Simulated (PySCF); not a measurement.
# Bond curve of CaTl

Set-up: Ca def2-SVP, Tl def2-SVP with ECP60; scalar-relativistic core potentials (PySCF 2.14). Energies in eV from Ca + Tl in their ground configurations at the same level. State: ²Π (doublet), unpaired electrons π ↑.

```tsv
R (Å)	M06	ROHF-CCSD	ωB97X	PBE0
2.841	-0.3910		-0.0886	-0.2696
2.973	-0.5566	-0.0389	-0.2563	-0.4331
3.105	-0.6428	-0.1649	-0.3479	-0.5193
3.204	-0.6704	-0.2215	-0.3821	-0.5480
3.303	-0.6749	-0.2549	-0.3954	-0.5546
3.402	-0.6624	-0.2710	-0.3943	-0.5450
3.534	-0.6275	-0.2741	-0.3781	-0.5153
3.699	-0.5662	-0.2597	-0.3450	-0.4622
3.897	-0.4813	-0.2293	-0.2980	-0.3899
4.162	-0.3676		-0.2360	-0.2966
```

Put a parabola through the three lowest points of the M06 curve and estimate Re, k and ωe (reduced mass 33.44 u; 1 eV/Å² = 0.16022 mdyn/Å; ωe = 1302.8·√(k/μ) cm⁻¹).

Through R = 3.204, 3.303, 3.402 Å the second-order coefficient is 0.867 eV/Å², so Re ≈ 3.280 Å, k ≈ 0.278 mdyn/Å and ωe ≈ 119 cm⁻¹. A polynomial fit of higher order to the unrounded M06 energies gives Re = 3.276 Å, k = 0.300 mdyn/Å, ωe = 123 cm⁻¹; anharmonicity and rounding make the difference.

The higher-order fit for each curve: M06: Re = 3.276 Å, ωe = 123 cm⁻¹, De = 0.68 eV; ROHF-CCSD: Re = 3.490 Å, ωe = 85.7 cm⁻¹, De = 0.275 eV; ωB97X: Re = 3.342 Å, ωe = 102 cm⁻¹, De = 0.396 eV; PBE0: Re = 3.289 Å, ωe = 118 cm⁻¹, De = 0.55 eV.

Correlated steps freeze 9 core orbitals. Correlated levels converge slowly with the basis: in double zeta they bind strong bonds too weakly, by up to about 1 eV, and carry superposition errors of some tenths. These are scalar-relativistic numbers at best; spin–orbit coupling would shift them, the dissociation energy most. The state is the lowest determinant that a PBE0 search found; another state may lie lower at other levels.
